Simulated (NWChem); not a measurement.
CBr₃Cl; SMILES ClC(Br)(Br)Br

```xyz
5

Cl     0.0000     0.0000     2.0603
C      0.0000     0.0000     0.3000
Br    -1.7224    -0.6093    -0.3507
Br     1.3889    -1.1869    -0.3507
Br     0.3335     1.7963    -0.3507
```
Atoms are numbered in this order, from 1.

Program: NWChem. Pople sets run with spherical d functions. All runs use the structure optimised with PBE0/def2-SVP. B3LYP is NWChem's, with the RPA form of VWN correlation. Total energies compare along this basis series because the functional is fixed.

```tsv
level	basis functions	energy (Ha)	highest occupied level (eV)	orbital gap (eV)	dipole (D)	relative time
B3LYP/STO-3G	68	-8130.7738	-5.43	6.60	0.84	1
B3LYP/3-21G	88	-8181.2326	-7.62	5.30	0.60	1
B3LYP/6-31G*	128	-8219.8777	-7.95	5.28	0.08	6
B3LYP/def2-SVP	128	-8219.7159	-7.77	5.54	0.06	4
B3LYP/def2-SVPD	170	-8219.7373	-8.04	5.34	0.13	9
B3LYP/def2-TZVP	212	-8220.8617	-7.98	5.36	0.04	8
B3LYP/aug-cc-pVTZ	273	-8221.0077	-8.01	5.30	0.09	80
```

Times are rough ratios from one shared machine.
